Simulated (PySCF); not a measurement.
C₃H₃BrClF, SMILES C/C(Br)=C(\F)Cl.

The structure is a stationary point at B3LYP-D3(BJ)/def2-SVP. The structure was generated by enumeration; whether it is a known compound was not checked.

Level of theory: PBE/def2-TZVP (PySCF).

```
Property                                                                                                       Result
---------------------------------------------------------------------------------------------  ----------------------
total energy                                                                                      -3249.58123 hartree
point group                                                                                                        Cs
highest occupied level                                                                                       -5.91 eV
lowest empty level                                                                                           -1.43 eV
orbital gap                                                                                                   4.48 eV
dipole moment                                                                                                  1.26 D
quadrupole, principal values (traceless, Buckingham form, about the centre of nuclear charge)  -3.73, -1.60, 5.32 D·Å
mean static polarisability                                                                      70.6 bohr³ (10.47 Å³)
polarisability, principal values                                                               46.5, 77.0, 88.5 bohr³
```
